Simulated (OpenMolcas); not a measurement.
Pd2+ with its 8 nearest fluoride ions at 2.323 Å, on the Ca site of CaF2 (a = 5.46294 Å, distance in the model lattice 2.366 Å). The rest of the host is ab initio model potentials to 7.6 Å and point charges beyond; the distance is set by hand and nothing relaxes. Ligand basis ANO-RCC-VDZP.
```
Pd    0.0000    0.0000    0.0000
F     1.3412    1.3412    1.3412
F     1.3412    1.3412   -1.3412
F     1.3412   -1.3412    1.3412
F     1.3412   -1.3412   -1.3412
F    -1.3412    1.3412    1.3412
F    -1.3412    1.3412   -1.3412
F    -1.3412   -1.3412    1.3412
F    -1.3412   -1.3412   -1.3412
```

```yaml
Program: OpenMolcas
Method: "SS-CASPT2, IPEA 0.25 Eh, imaginary shift 0.1 Eh (closed shells correlated: 4s 4p and the ligand valence shells)"
Basis: ANO-RCC-VTZP [7s6p4d2f1g]
Scalar_Hamiltonian: DKH2, point nucleus
Active_space: 8 electrons in 5 orbitals (4d)
State_averaging: 2S+1 = 3 even, 10 roots; 2S+1 = 1 even, 15 roots
Spin-orbit_coupling: state interaction with AMFI integrals over the reference wave functions
```

Task: What is the spin-free ground state (labels of O, the rotations of Oh)?

Result: 3T1, 3-fold in its orbital part, 98 % from free-ion F terms; it has the highest spin that d8 allows.

Task: Where is the first state of the same spin?

Result: 3T2 at 6250 cm-1 above the ground state.

Task: What are the lowest two levels with spin-orbit coupling?

Result: A 1-fold level A1, then a 3-fold level T1 840 cm-1 above it. Their leading multiplicities are 3 (99 %) and 3 (100 %).

Task: What is χT at 300 K, and how does it compare with the textbook value?

Result: The lowest level has 2S+1 = 3, for which the spin-only value is χT = S(S+1) / 2 = 1.000 cm3 K/mol (g = 2). The computed 1.568 at 300 K differs by +0.568, through orbital momentum, spin-orbit coupling and any other state in reach. With a threefold ground state the orbital momentum is unquenched, so the spin-only value is not expected to hold.

Task: Which ligand-field parameters describe the states?

Result: A least-squares ligand-field fit to the states below 45000 cm-1, each weighted by its degeneracy and with a free common offset, gives 10Dq = -8217 cm-1 (negative for this site), B = 635 cm-1 and C = 2926 cm-1 (C/B = 4.61), with an rms deviation of 378 cm-1. The same method and metal basis give the free ion B = 774 cm-1 (fit to its terms below 60000 cm-1, rms deviation 405 cm-1), so the nephelauxetic ratio is β = 635 / 774 = 0.82; it hangs on how both fits weigh the states, and computed free-ion B values tend to be too large, so β mixes covalency with correlation.

Roots that are degenerate in the reference are averaged as groups; the widest CASPT2 spread within a group is 550 cm-1 (the 3-fold group of multiplicity 1 near 20400 cm-1 above the lowest state of its run). Shifts and gaps below about the spread of the groups concerned are not significant. Over all roots computed the reference weight is 0.67 to 0.68; a low but even weight reflects the number of correlated electrons. An orbital triplet at a regular site is open to Jahn-Teller coupling, which can distort the site and quench the lowest spin-orbit gaps and is left out. Real 4d8 and 5d8 ions are as a rule square planar and diamagnetic. Ligand-to-metal charge-transfer states are missing. With no ligand orbital active B as a rule stays too high, so bands that hang on it stand too high and its fall with covalency is understated. With one d shell and no ligand orbital active, 10Dq can be off by a tenth or more. Free-ion shares, where given, are those of the reference states; single-state CASPT2 does not remix them. No measured value stands beside these numbers; the geometry was set by hand and not optimised.
